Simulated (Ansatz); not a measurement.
# C2HF2Ge (SMILES C#[C][Ge]([F])[F]): the energy to break a bond

C2HF2Ge has 6 atoms, charge 0, and is taken as a doublet. SMILES: `C#[C][Ge]([F])[F]`. Geometry: optimised at PBE0/def2-SVP.

```xyz
6

C    -0.1912    0.5210    1.7010
C    -0.1398    0.2083    0.5259
Ge   -0.2900   -0.1412   -1.3306
F    -0.2754   -1.8579   -1.5716
F     1.1484    0.4237   -2.1164
H    -0.2099    0.7821    2.7456
```

Wanted: the dissociation energy of the Ge3–C2 bond into singlet GeF2 and doublet C2H (shapes relaxed at PBE0/def2-SVP, no zero-point term). 1 Eh = 2625.50 kJ/mol = 27.2114 eV. Totals in Eh; open shells run unrestricted unless said.

| level | program | C2HF2Ge | singlet GeF2 | doublet C2H |
| --- | --- | --- | --- | --- |
| USVWN5/def2-SVP | Ansatz | -2347.869239 | -2271.939118 | -75.816412 |
| UPBE/def2-SVP | Ansatz | -2352.387477 | -2275.845271 | -76.445675 |
| UB2PLYP/def2-SVP, 13 core orbitals frozen in the whole | Ansatz | -2352.389050 | -2275.825622 | -76.467624 |

**Question.** Work out the dissociation energy at each level.

**Answer.** 
1. USVWN5/def2-SVP: (-2271.939118) + (-75.816412) − (-2347.869239) = 0.113709 Eh = 298.5 kJ/mol = 3.09 eV.
2. UPBE/def2-SVP: (-2275.845271) + (-76.445675) − (-2352.387477) = 0.096531 Eh = 253.4 kJ/mol = 2.63 eV.
3. UB2PLYP/def2-SVP: (-2275.825622) + (-76.467624) − (-2352.389050) = 0.095804 Eh = 251.5 kJ/mol = 2.61 eV.

The levels span 252 to 299 kJ/mol; no measured value is set beside them. A fragment with an even electron count was run as a singlet and may have a lower triplet. Relativity is left out. A bond enthalpy at 298 K also holds the loss of zero-point energy and thermal terms.
